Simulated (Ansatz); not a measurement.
Compare A (`C[SiH2][NH][GeH3]`) with its isomer B (`N[CH]([SiH3])[GeH3]`).

Program: Ansatz. Geometries: PBE0-D4/def2-TZVP. ΔE: electronic, gas phase. CCSD(T)/CBS is the MP2 limit (def2-TZVPP, def2-QZVPP) plus CCSD(T) − MP2 in def2-TZVPP, frozen cores. DFT in def2-TZVPP. B3LYP here is the variant with VWN-RPA as its local correlation; programs differ in this. For Ge outer-core shells are correlated without core-valence functions, which leaves a few kJ/mol of doubt a bond. Scalar relativity is left out up to krypton. One conformer a species, not always the lowest.

A:

```xyz
13

C     2.2749    0.2483    0.1144
Si    0.5037    0.6053    0.5815
N    -0.5954    0.0549   -0.6248
Ge   -2.2131   -0.7756   -0.3621
H     2.9564    0.6053    0.8914
H     2.4351   -0.8235   -0.0215
H     2.5421    0.7535   -0.8179
H     0.3871    2.0725    0.8429
H     0.1256   -0.1072    1.8330
H    -0.4646    0.4075   -1.5621
H    -2.0941   -1.5983    0.9274
H    -2.4884   -1.6806   -1.5760
H    -3.3693    0.2379   -0.2264
```

B:

```xyz
13

N     0.562   -0.073   -1.544
C     0.402    0.306   -0.143
Si   -1.284    1.098    0.107
Ge    0.561   -1.316    0.966
H     1.467   -0.493   -1.720
H     0.473    0.726   -2.160
H     1.162    1.011    0.235
H    -2.375    0.117   -0.127
H    -1.448    2.227   -0.853
H    -1.387    1.631    1.493
H     1.868   -2.034    0.573
H    -0.625   -2.261    0.717
H     0.625   -0.939    2.456
```

**Question.** Which is lower in electronic energy at CCSD(T)/CBS, and by how much? (Estimate.)

**Answer.** Ansatz gave: A, by 39.8 kcal/mol.

**Question.** Give E(B) − E(A) in kcal/mol with CCSD/def2-TZVPP, MP2/def2-TZVPP, B3LYP, CCSD(T)/def2-TZVPP, r2SCAN-D4, PBE0-D4, HF/def2-TZVPP. (Estimate.)

**Answer.** The calculation gave: CCSD/def2-TZVPP 40.6, MP2/def2-TZVPP 41.2, B3LYP 40.6, CCSD(T)/def2-TZVPP 39.9, r2SCAN-D4 40.2, PBE0-D4 38.2, HF/def2-TZVPP 44.9. None reverses the order clearly.

Largest T1 diagnostic: 0.011.

From PBE to PBE0 (25 % exact exchange), in def2-TZVPP and without D4, E(B) − E(A) moves by +1.7 kcal/mol. In def2-TZVPP, CCSD(T) changes the Hartree–Fock value by −4.9 kcal/mol (the triples alone add −0.7 kcal/mol) and MP2 by −3.6 kcal/mol.
